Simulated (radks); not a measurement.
Question: The mean radii <r> (bohr) of the occupied orbitals of an atom or ion are listed with their occupations. All-electron calculation, scalar-relativistic Kohn-Sham, Wu-Cohen GGA, spin-polarised, spherical densities, point nucleus. Program: a radial shooting solver on a logarithmic mesh with Libxc functionals.

orbital  occ.      <r>
1s up       1  0.03263
1s down     1  0.03263
2s up       1   0.1415
2s down     1   0.1412
2p up       3   0.1233
2p down     3   0.1230
3s up       1   0.3688
3s down     1   0.3703
3p up       3   0.3628
3p down     3   0.3646
3d up       5   0.3303

Name the element and its charge. Open shells, if any, are filled with parallel spins first.

Answer: Z = 45, rhodium, charge +22: Rh22+ in [Ar] 3d5. The 1s radius gives Z: for a bare nucleus <r> = (2 gamma + 1)/(2Z) with gamma = sqrt(1 - (Z/c)^2), 0.0321 bohr for Z = 45, and screening makes it slightly larger (0.03263 here). The occupations add up to 23, and the charge is Z minus that.
